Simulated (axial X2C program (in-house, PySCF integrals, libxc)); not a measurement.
# Nuclear properties of WP⁺

Calculated with an axial X2C code built on PySCF integrals: two-component X2C with atomic mean-field Coulomb and Gaunt terms, Gaussian nuclei, basis W dyall-cv3z, P dyall-v3z with contracted cores.

R = 2.101 Å (near the PBE0 minimum at charge 1 of the determinant lowest at the starting distance; the state shown can have its own minimum elsewhere).

Determinant lowest in the PBE0 search, Ω = 1 (⟨Sz⟩ = -0.98, ⟨Lz⟩ = 1.98 at PBE0), spin on the atoms W -1.33, P 0.35:

```tsv
level	Eeff magnitude (GV/cm)	Ws magnitude W (kHz)	A∥/gI W (MHz)	qzz W (a.u.)	A∥/gI P (MHz)	qzz P (a.u.)
PBE0	13.1	12.1	-4840	-5.83	-62.2	-1.69
HF	21.5	20.2	-4410	-5.77	-65.5	-1.79
PBE50	12.5	11.4	-4810	-5.64	-78.2	-1.80
PBE	13.4	12.4	-4810	-6.29	-45.3	-1.53
B3LYP	12.3	11	-4750	-5.94	-44.3	-1.69
```

Eeff is the effective electric field on the electron electric dipole moment in this Ω state and Ws the scalar–pseudoscalar constant of the nucleus named (defined with the proton number Z and per Ω); A∥ (defined per Ω) follows by multiplying with gI = μI/(I μN); qzz is the electric field gradient, eQq0 = 234.96 MHz × Q/barn × qzz. The operators were transformed with the bare-nucleus X2C matrices; with these basis sets, hyperfine constants and field gradients can be off by tens of per cent, and where levels differ in sign neither size nor sign is settled.

Problem. With gI(183W) = 0.2356, gI(31P) = 2.2632 (g factors from the IAEA table of nuclear moments by Stone), turn the PBE0 values of the first state into constants in MHz.

Solution. A∥(183W) = -4840 × 0.2356 = -1140 MHz; A∥(31P) = -62.2 × 2.2632 = -141 MHz.

Each state is one determinant with collinear spin, which with several unpaired electrons need not be a pure state. Unrestricted Hartree–Fock can overshoot spin polarisation at the nuclei. With several open shells hyperfine constants can be off by a factor of several. In the state Ω = 1 the atomic spins oppose each other (-1.33, 0.35): a broken-symmetry determinant whose values are not spin-projected. Open-shell Ω = 0 determinants with evenly filled partner blocks cannot be reached by this program, so the Ω shown need not be the lowest component. The search compared states at one distance, so a state with another bond length can lie lower. Further determinants of the search, some of them spin-mixed, are not shown.
